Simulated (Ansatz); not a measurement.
Input file for Ansatz (a quantum-chemistry and plane-wave program): R-B3LYP/def2-TZVPP on BH5N (SMILES B[NH3+]). Charge +1.

Ansatz 0.2 input:
```yaml
crystal:
  periodic: [false, false, false]
  atoms:
    - {symbol: B, position_ang: [0.91342190, 0.10891876, 0.01138646]}
    - {symbol: N, position_ang: [-0.62597174, -0.07715896, -0.02108909]}
    - {symbol: H, position_ang: [1.53887081, -0.86176838, 0.23266730]}
    - {symbol: H, position_ang: [1.29705284, 1.20714900, -0.15920857]}
    - {symbol: H, position_ang: [-0.99449453, 0.06003504, 0.93063696]}
    - {symbol: H, position_ang: [-0.91853358, -1.01731278, -0.30155154]}
    - {symbol: H, position_ang: [-1.10848514, 0.60785226, -0.60937582]}
basis:
  gaussian:
    orbitals: def2-TZVPP
hamiltonian:
  xc: {name: B3LYP}
total_charge: 1
accuracy: high
phonons: {}
scf: {lower_state_search: off}
```

**Question.** What total energy does the run end on?

**Answer.** -82.3811 hartree.

**Question.** How many basis functions does it have, and what does it roughly cost on one machine?

**Answer.** 132 functions; around 3.0 core-minutes (rough).
